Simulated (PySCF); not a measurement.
H4S4Sn, SMILES [SH][Sn]([SH])([SH])[SH].

Geometry: B3LYP-D3(BJ)/def2-SVP. The structure was generated by enumeration; whether it is a known compound was not checked. The def2 effective core potentials stand for the cores of Sn; spin–orbit coupling is left out. The values are those of a single conformer.

All values below come from TDDFT-LC-ωPBE/def2-SVPD (PySCF 2.14.0).

Vertical excitations. Isolated molecule, no solvent.

Computed excitation energies, oscillator strengths and character:
```
state  energy (eV)  λ (nm)      f                                                                   main pairs
-----  -----------  ------  -----  ---------------------------------------------------------------------------
S1            4.74     261  0.001                           HOMO−2→LUMO 41 %, HOMO→LUMO 23 %, HOMO−1→LUMO 19 %
S2            4.89     253  0.057                                           HOMO−1→LUMO 54 %, HOMO−2→LUMO 27 %
S3            4.91     253  0.056                            HOMO→LUMO 57 %, HOMO−2→LUMO 13 %, HOMO−1→LUMO 9 %
S4            5.07     244  0.026                                                             HOMO−3→LUMO 76 %
S5            6.51     190  0.030                     HOMO−1→LUMO+1 20 %, HOMO−1→LUMO+2 8 %, HOMO−2→LUMO+1 7 %
S6            6.56     189  0.059  HOMO−2→LUMO+1 14 %, HOMO−2→LUMO+3 9 %, HOMO−2→LUMO+5 8 %, HOMO−1→LUMO+3 8 %
S7            6.56     189  0.035    HOMO→LUMO+1 16 %, HOMO−2→LUMO+2 9 %, HOMO−2→LUMO+1 9 %, HOMO−3→LUMO+5 5 %
S8            6.64     187  0.029                      HOMO−3→LUMO+1 19 %, HOMO→LUMO+5 13 %, HOMO−2→LUMO+3 9 %
S9            6.70     185  0.071       HOMO−5→LUMO 44 %, HOMO→LUMO+4 10 %, HOMO−2→LUMO+2 8 %, HOMO→LUMO+1 7 %
S10           6.75     184  0.250                                                             HOMO−4→LUMO 64 %
T1            4.28     290      0                                                             HOMO−1→LUMO 82 %
T2            4.28     290      0                                                               HOMO→LUMO 80 %
T3            4.32     287      0                                                             HOMO−2→LUMO 80 %
T4            4.54     273      0                                                             HOMO−3→LUMO 79 %
```
Triplets are in the Tamm–Dancoff approximation, which puts them higher than full response would, so one can lie above its singlet here.
